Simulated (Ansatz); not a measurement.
The cluster Cu2Sn2⁺. Charge 1, multiplicity 2. Geometry PBE-D4/def2-SVP, basis def2-TZVP, Ansatz.

```xyz
4

Cu   -0.007   -0.005   -1.547
Cu    1.408    0.396    0.503
Sn   -1.088    1.189    0.519
Sn   -0.313   -1.579    0.525
```

```tsv
run	HOMO (eV)	LUMO (eV)
A	-9.51	-8.70
B	-9.58	-8.84
C	-12.38	-5.95
D	-9.85	-8.57
E	-10.44	-8.06
```

In the def2 sets Sn takes a core potential; there is no spin–orbit coupling. LC-ωPBE has ω = 0.4 bohr⁻¹. The structure comes from a short search, and lower isomers may exist.

HOMO and LUMO are taken over both spins.

Question: The runs used LC-ωPBE, PBE, PBE0, r2SCAN, revPBE. Estimate which is which.

Answer: A revPBE (0 % exact exchange); B PBE (0 % exact exchange); C LC-ωPBE (range-separated); D r2SCAN (0 % exact exchange); E PBE0 (25 % exact exchange). Exact exchange lowers occupied and raises empty levels; among semilocal functionals meta-GGAs tend to open the gap a little, and such runs are hard to tell apart. The gap grows from 0.74 eV (PBE) to 6.43 eV (LC-ωPBE).
